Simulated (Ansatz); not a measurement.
```yaml
crystal:
  periodic: [false, false, false]
  atoms:
    - {symbol: C, position_ang: [-0.710678, 0.775966, -1.780554]}
    - {symbol: Ga, position_ang: [0.155723, -0.156668, -0.244371]}
    - {symbol: C, position_ang: [2.025932, 0.356568, 0.223735]}
    - {symbol: C, position_ang: [-0.431981, -2.018081, 0.167679]}
    - {symbol: N, position_ang: [-0.877362, 0.875059, 1.382562]}
    - {symbol: H, position_ang: [-0.316911, 0.395325, -2.727675]}
    - {symbol: H, position_ang: [-0.522774, 1.853925, -1.769607]}
    - {symbol: H, position_ang: [-1.793620, 0.620520, -1.802103]}
    - {symbol: H, position_ang: [2.318196, -0.003090, 1.215039]}
    - {symbol: H, position_ang: [2.730272, -0.078612, -0.491455]}
    - {symbol: H, position_ang: [2.176595, 1.440082, 0.197881]}
    - {symbol: H, position_ang: [-0.094504, -2.350216, 1.154157]}
    - {symbol: H, position_ang: [-0.016042, -2.718835, -0.562332]}
    - {symbol: H, position_ang: [-1.520077, -2.126945, 0.126908]}
    - {symbol: H, position_ang: [-0.563614, 0.531341, 2.282886]}
    - {symbol: H, position_ang: [-1.878700, 0.731034, 1.321470]}
    - {symbol: H, position_ang: [-0.699356, 1.872126, 1.346183]}
basis:
  gaussian: {orbitals: def2-TZVPP}
magnetization: {spin_polarized: true, initial_magnetization: 0}
hamiltonian: {xc: {name: r2SCAN0}, dispersion: d3bjatm}
output: {forces: true}
```

```sh
$ ansatz run in.yaml --threads 4 --pin off --events-out ev --progress --plain --max-ram 11315MiB
```

It prints (some lines left out):

```
Functional definition: r2SCAN0
1816 factors; their error is unknown
mean field evaluation 1: about -57155.8721 eV, gradient 6.5e1 eV
mean field evaluation 2: about -57153.1542 eV, gradient 6.8e1 eV
mean field evaluation 4: about -57173.4193 eV, gradient 2.3e0 eV
mean field evaluation 8: about -57173.4384 eV, gradient 1.0e-1 eV
mean field evaluation 16: about -57173.6144 eV, gradient 1.2e-4 eV
mean field -57173.61437884 eV, -2101.0915747546 hartree, gradient 2.0e-5 eV, S^2 0.000000; 0 other end points of the search recorded, 0 dependent functions left out
reference -57173.61439217 eV, -2101.0915752447 hartree; 34, 34 occupied and 306, 306 virtual orbitals, 1816 factors
Total energy: -57173.73108902 eV, -2101.0958637747 hartree
Atom 0 at    -0.710678     0.775966    -1.780554 Å, force    -0.009994     0.011873    -0.040150 eV/Å
Atom 1 at     0.155723    -0.156668    -0.244371 Å, force    -0.024586     0.024557     0.037832 eV/Å
Atom 2 at     2.025932     0.356568     0.223735 Å, force     0.043173     0.003215    -0.001038 eV/Å
Atom 3 at    -0.431981    -2.018081     0.167679 Å, force    -0.005774    -0.043073    -0.001877 eV/Å
Atom 4 at    -0.877362     0.875059     1.382562 Å, force    -0.053869     0.053836     0.085070 eV/Å
Atom 5 at    -0.316911     0.395325    -2.727675 Å, force    -0.067019     0.065111     0.142253 eV/Å
Atom 6 at    -0.522774     1.853925    -1.769607 Å, force    -0.033460    -0.162642    -0.006278 eV/Å
Atom 7 at    -1.793620     0.620520    -1.802103 Å, force     0.163946     0.028619    -0.000784 eV/Å
Atom 8 at     2.318196    -0.003090     1.215039 Å, force    -0.039495     0.058614    -0.150783 eV/Å
Atom 9 at     2.730272    -0.078612    -0.491455 Å, force    -0.102229     0.071919     0.115517 eV/Å
Atom 10 at     2.176595     1.440082     0.197881 Å, force    -0.016739    -0.165089     0.007460 eV/Å
Atom 11 at    -0.094504    -2.350216     1.154157 Å, force    -0.055672     0.045175    -0.149879 eV/Å
Atom 12 at    -0.016042    -2.718835    -0.562332 Å, force    -0.068403     0.101819     0.118152 eV/Å
Atom 13 at    -1.520077    -2.126945     0.126908 Å, force     0.165725     0.010516     0.009236 eV/Å
Atom 14 at    -0.563614     0.531341     2.282886 Å, force    -0.085205     0.092401    -0.211858 eV/Å
Atom 15 at    -1.878700     0.731034     1.321470 Å, force     0.240933     0.042899     0.026565 eV/Å
Atom 16 at    -0.699356     1.872126     1.346183 Å, force    -0.051333    -0.239749     0.020563 eV/Å
Dipole moment:    -0.440750     0.440214     0.694315 e Å
```

Hardware: 4 threads of an Arm Neoverse V2 on a shared host. Wall time 17 s, peak host memory 1.6 GiB.
